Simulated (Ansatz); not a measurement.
```yaml
crystal:
  periodic: [false, false, false]
  atoms:
    - {symbol: B, position_ang: [-0.536696, 0.740909, -0.306223]}
    - {symbol: C, position_ang: [0.318233, -0.304780, 0.425675]}
    - {symbol: N, position_ang: [0.959749, -1.087152, 0.979446]}
    - {symbol: I, position_ang: [-0.629764, -0.136537, -2.372248]}
    - {symbol: H, position_ang: [-1.625831, 0.764629, 0.198470]}
    - {symbol: H, position_ang: [0.057125, 1.784388, -0.310436]}
    - {symbol: H, position_ang: [1.518382, -1.829558, 1.339619]}
basis:
  gaussian: {orbitals: def2-mTZVPP}
hamiltonian: {xc: {name: wB97X-D}, dispersion: d4}
output: {forces: true}
```

```sh
$ ansatz run in.yaml --threads 2 --pin off --events-out ev --progress --plain --max-ram 4352MiB
```

Q: How does Ansatz answer? (Estimate.)

A: The calculation gave: The input was rejected before any iteration.
```
Error: YAML parse error: error: line 13 column 19: hamiltonian.xc: no functional is named "wB97X-D"; the names, which are not case-sensitive, are SVWN5, SPW92, PBE, PBE0, PBEsol, revPBE, revPBE0, RPBE, rPW86-PBE, HSE06, wPBEh, LC-wPBE, HISS, HF, BLYP, B3LYP, B3LYP5, BHLYP, CAM-B3LYP, r2SCAN, r2SCANh, r2SCAN0, r2SCAN50, m-r2SCAN, B97, wB97, wB97X, wB97X-V, B97M-V, wB97M-V, B2PLYP, B2GP-PLYP, PBE0-DH, PBE-QIDH
11 | basis:
12 |   gaussian: {orbitals: def2-mTZVPP}
13 | hamiltonian: {xc: {name: wB97X-D}, dispersion: d4}
14 | output: {forces: true}
```

HSE06 is defined as in plane-wave codes.
